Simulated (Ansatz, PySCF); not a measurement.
Gas-phase reaction (SMILES): C[SiH](C)O[SiH3] + 4 [H][H] (H2) -> 2 C (CH4) + O (H2O) + 2 [SiH4] (SiH4); energy of full hydrogenation.

Each molecule is optimised on its own at B3LYP-D3(BJ)/def2-TZVP (Ansatz, a program for electronic structure), one conformer each, not searched for the lowest. Valence correlation only, unless marked. No spin-orbit coupling. Non-relativistic. CBS(X,Y): correlation extrapolated as X^-3; Hartree-Fock from the larger set. Thermal terms are rigid-rotor harmonic-oscillator values from B3LYP-D3(BJ) frequencies (Ansatz or PySCF) at 298.15 K and 1 atm. 1 Eh = 627.5095 kcal/mol.

```
species           E, CCSD(T)/CBS(cc-pV(T+d)Z,cc-pV(Q+d)Z) (Ansatz) (Eh)  E, wB97X-V/def2-TZVPD (Ansatz) (Eh)  H - E (Eh)
----------------  -----------------------------------------------------  -----------------------------------  ----------
C[SiH](C)O[SiH3]                                             -735.55268                           -736.49375     0.12262
[H][H] (H2)                                                    -1.17450                             -1.17238     0.01336
C (CH4)                                                       -40.45816                            -40.51531     0.04840
O (H2O)                                                       -76.37426                            -76.43464     0.02495
[SiH4] (SiH4)                                                -291.45815                           -291.83995     0.03520
```

Task: Work out ΔE and ΔH at 298.15 K at the first level, then ΔH at the second.

Result: 
1. ΔE = [2×(-40.45816) + (-76.37426) + 2×(-291.45815)] - [(-735.55268) + 4×(-1.17450)] = 0.04380 Eh = 27.5 kcal/mol at CCSD(T)/CBS(cc-pV(T+d)Z,cc-pV(Q+d)Z).
2. The terms H - E add up to 0.01609 Eh, so ΔH = (0.04380 + (0.01609))×627.5095 = 37.6 kcal/mol.
3. At wB97X-V/def2-TZVPD the same steps give ΔE = 23.9 and ΔH = 34.0 kcal/mol, a shift of -3.6 from the first level.
4. These values are not checked against measurement here, since the tables used lack a sound gas-phase enthalpy of formation for at least one species.
